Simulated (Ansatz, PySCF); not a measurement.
This Ansatz (an electronic-structure program) input computes a CCSD(T)/cc-pVDZ energy:

Ansatz 0.2 input:
```yaml
crystal:
  periodic: [false, false, false]
  atoms:
    - {symbol: C, position_ang: [-0.80042926, -0.57525835, -0.26166469]}
    - {symbol: C, position_ang: [0.51326869, -0.37783938, -0.03810045]}
    - {symbol: O, position_ang: [0.02321352, 0.80488291, 0.22491673]}
    - {symbol: H, position_ang: [1.53725527, -0.72047688, -0.00074301]}
basis:
  gaussian:
    orbitals: cc-pVDZ
magnetization: {spin_polarized: true, initial_magnetization: 1}
correlation: {method: ccsd_t, electrons: outside_noble_gas}
```

### Question
Write an input for the same energy in PySCF and say what it gives.

### Answer

```python
from pyscf import gto, scf, mp, cc as ccmod

mol = gto.M(
    atom='''
    C    -0.80042926   -0.57525835   -0.26166469
    C     0.51326869   -0.37783938   -0.03810045
    O     0.02321352    0.80488291    0.22491673
    H     1.53725527   -0.72047688   -0.00074301
    ''',
    basis='cc-pvdz',
    charge=0,
    spin=1,
    verbose=4,
)

mf = scf.UHF(mol)
mf.conv_tol = 1e-10
mf.max_cycle = 100
mf.kernel()
mo, _, stable, _ = mf.stability(return_status=True)
if not stable:
    mf.kernel(mf.make_rdm1(mo, mf.mo_occ))
mp2 = mp.MP2(mf, frozen=3).run()
cc = ccmod.CCSD(mf, frozen=3)
cc.max_cycle = 100
cc.kernel()
et = cc.ccsd_t()
print(f'E(CCSD(T)) = {cc.e_tot + et:.9f}')
```
It gives -151.45455 Eh, and Ansatz -151.45455 Eh, a difference of 0.00 mEh.

It need not be the lowest isomer of its formula.
